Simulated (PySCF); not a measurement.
A GIAO shielding run with PySCF (density fitting, non-relativistic, gas phase) on `C=C(C)[C@]1(COC)C[SiH2]1`, C₇H₁₄OSi:

```
$ OMP_NUM_THREADS=1 python probes_run.py task.json out

{"job": {"kind": "nmr", "xc": "PBE0", "basis": "pcSseg-1"}, "charge": 0, "multiplicity": 1}
C     -2.343450    -1.357820     0.514773
C     -1.457725    -0.780028    -0.287035
C     -1.510123    -0.999286    -1.774390
C     -0.387644     0.126658     0.191430
C      1.017012    -0.370155    -0.064009
O      1.890018     0.732460     0.028978
C      3.239339     0.401769    -0.146121
C     -0.534276     0.843018     1.540352
Si    -0.586579     2.018528     0.077188
H     -2.316435    -1.245286     1.584144
H     -3.128421    -1.985823     0.127909
H     -2.463161    -1.434769    -2.063593
H     -1.375154    -0.055109    -2.299593
H     -0.720196    -1.679242    -2.093231
H      1.298237    -1.135734     0.681496
H      1.105517    -0.829357    -1.060467
H      3.416780    -0.041986    -1.134537
H      3.806433     1.326550    -0.056707
H      3.577352    -0.308119     0.619861
H      0.340964     0.804176     2.172954
H     -1.440282     0.647742     2.095095
H     -1.928154     2.432081    -0.315012
H      0.495194     2.916716    -0.252050
```

Hardware: 1 thread of an Arm Neoverse N1, shared host. The job also computes population analyses, field gradients, ring-centre shieldings.

(1) How large is the calculation?

(2) How long does it take, and how much memory does it need?

Answers

(1) 78 electrons, 230 basis functions and 1211 auxiliary functions.

(2) 120 s of wall time, with 14 SCF cycles and 4 response iterations; peak memory 1.1 GiB. Times on a shared host scatter by some tens of per cent.
